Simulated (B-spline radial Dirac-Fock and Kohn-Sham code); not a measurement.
# Pd³⁺ 4d5/2: cross section and angular parameters

System: Pd³⁺, [Kr] 4d7; threshold 47.87 eV (orbital energy of the model). Method: Dirac-Hartree-Slater photoionisation with a Latter tail; cross sections with all multipoles, angular parameters from the dipole term and its interference with E2. Computed with an atomic code on a B-spline grid.

Input file task.json (cfg lists n, l and occupation; rrms is the nuclear radius in fm):

```json
{"items": [{
  "Z": 46,
  "q": 3,
  "cfg": [[1, 0, 2], [2, 0, 2], [2, 1, 6], [3, 0, 2], [3, 1, 6], [3, 2, 10], [4, 0, 2], [4, 1, 6], [4, 2, 7]],
  "A": 106,
  "rrms": 4.5318,
  "do": "xps",
  "hv": [60, 61.6, 75.9, 78.3, 80, 87.1, 93.1, 133.0, 150, 174.0, 195.0, 200, 237.0, 286.0, 400, 500.0, 800, 945.0, 1486.9, 2050.0, 2920.0, 3030.0, 4180.0, 4830.0, 8110.0, 8400.0, 9580.0, 11500.0, 12000, 13200.0]
}]}
```

Run with: `python xray2_run.py task.json out`

| hν (eV) | σ (kb) | β | γ | δ |
| --- | --- | --- | --- | --- |
| 60 | 5870 | 1.017 | -0.033 | -0.001 |
| 61.6 | 5070 | 1.092 | -0.036 | -0.001 |
| 75.9 | 1310 | 1.699 | -0.083 | 0.002 |
| 78.3 | 1040 | 1.785 | -0.093 | 0.003 |
| 80 | 889 | 1.841 | -0.100 | 0.003 |
| 87.1 | 458 | 1.981 | -0.127 | 0.008 |
| 93.1 | 272 | 1.864 | -0.132 | 0.013 |
| 133 | 185 | -0.648 | 0.159 | -0.012 |
| 150 | 244 | -0.239 | 0.127 | -0.015 |
| 174 | 293 | 0.173 | 0.084 | -0.014 |
| 195 | 309 | 0.407 | 0.055 | -0.012 |
| 200 | 310 | 0.451 | 0.049 | -0.012 |
| 237 | 298 | 0.697 | 0.016 | -0.009 |
| 286 | 261 | 0.895 | -0.010 | -0.004 |
| 400 | ? | ? | ? | ? |
| 500 | 117 | 1.228 | -0.009 | 0.012 |
| 800 | 43.7 | 1.316 | 0.092 | 0.026 |
| 945 | 29.4 | 1.318 | 0.150 | 0.032 |
| 1486.9 | 8.94 | 1.263 | 0.355 | 0.052 |
| 2050 | 3.53 | 1.184 | 0.531 | 0.073 |
| 2920 | 1.17 | 1.072 | 0.747 | 0.105 |
| 3030 | 1.04 | 1.059 | 0.771 | 0.110 |
| 4180 | 0.354 | 0.941 | 0.974 | 0.154 |
| 4830 | 0.214 | 0.886 | 1.062 | 0.179 |
| 8110 | 0.0321 | 0.692 | 1.345 | 0.300 |
| 8400 | 0.0281 | 0.680 | 1.363 | 0.310 |
| 9580 | 0.0170 | 0.633 | 1.427 | 0.349 |
| 11500 | 0.00835 | 0.570 | 1.513 | 0.412 |
| 12000 | 0.00706 | 0.556 | 1.532 | 0.427 |
| 13200 | 0.00483 | 0.524 | 1.572 | 0.464 |

Q: Give the values at 400 eV.

A: σ = 171 kb, β = 1.132, γ = -0.024, δ = 0.005.
